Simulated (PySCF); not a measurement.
Ga(OH)2(OMe) (CH₅GaO₃), SMILES [OH][Ga]([O]C)[OH].

The structure is a stationary point at PBE0-D3(BJ)/def2-SVP. The structure was generated by enumeration; whether it is a known compound was not checked. One conformer was computed; it need not be the lowest.

Two levels are set side by side: PBE/def2-TZVP (PySCF) and r2SCAN/def2-TZVP (PySCF). Same geometry, gas phase. Differences are taken from unrounded values.

| quantity | r2SCAN | PBE | PBE minus r2SCAN |
|---|---|---|---|
| orbital gap (eV) | 5.29 | 4.60 | -0.70 |
| highest occupied level (eV) | -6.72 | -6.39 | 0.33 |
| lowest empty level (eV) | -1.43 | -1.79 | -0.37 |
| dipole moment (D) | 0.25 | 0.24 | -0.01 |
| mean polarisability (bohr³) | 48.9 | 50.9 | 2.0 |

Rough cost on one machine, each run with all the roots and properties that it gave: r2SCAN against PBE about 3 times.
